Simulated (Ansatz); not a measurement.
A made-up structure of H₂SeO₂, closed shell:

O1  (-0.426, 0.106, 0.919)
Se2  (-1.129, 0.369, -0.697)
O3  (1.228, -0.394, 0.484)
H4  (-1.580, -0.972, -1.224)
H5  (1.743, 0.405, 0.326)
(Å)

It is relaxed with PBE-D4/def2-SVP and then PBE0-D4/def2-TZVP (Ansatz 0.2.0). Atoms count as bonded within 1.22 times the sum of their covalent radii (H–H: 0.88 Å). The end point is not checked to be a true minimum.

**Question.** Does its bonding change? (A judgement: the text doesn't fix the answer.)

**Answer.** Computed: Yes. Formed: O1–O3; broken: none.

Where it ends: The first stage lowers the energy by 0.69 eV in 8 steps. It ends as H₂SeO₂ ([OH][O][SeH]):
```xyz
5
angstrom
O -0.2051 0.0479 0.7259
Se -1.1677 0.4262 -0.7496
O 1.1118 -0.4006 0.3972
H -1.5271 -0.9720 -1.0601
H 1.6248 0.4131 0.4956
```

Labels in which every atom is bracketed show which atoms are joined, not bond orders.

For scale, one of the runs: PBE0-D4/def2-TZVP relaxation, 122 basis functions, launched by `ansatz run in.yaml --threads 2 --pin off --events-out ev --progress --plain --max-ram 4352MiB`. Hardware: 2 CPU threads of an Arm Neoverse V2, shared host. Wall time about 15 s.
